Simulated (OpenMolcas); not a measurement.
# How basis sets differ on GaF3 (SMILES [F][Ga]([F])[F])

The species is GaF3 (4 atoms), meant as a singlet with charge 0. As SMILES, `[F][Ga]([F])[F]`. Geometry: a GFN2-xTB relaxation, a rough one for these elements and not checked as a minimum.

Each level gives the HOMO–LUMO gap (eV). The values are calculated.

```tsv
level	kind	program	value (eV)	CPU time
HF/STO-3G	Hartree–Fock	OpenMolcas	14.44	2.3 s
HF/3-21G	Hartree–Fock	OpenMolcas	17.34	2.5 s
HF/def2-SVP	Hartree–Fock	OpenMolcas	18.20	5.5 s
HF/aug-pc-1	Hartree–Fock	OpenMolcas	17.63	9.7 s
```

All-electron rows without a relativistic Hamiltonian named are non-relativistic. The values span 14.44 to 18.20 eV. A Hartree–Fock LUMO above zero doesn't converge with the basis: it sinks as sets grow more diffuse. Orbital gaps aren't excitation energies. Times are those of the runs behind each value, whatever else they computed, on shared processors of several kinds: orders of magnitude only.
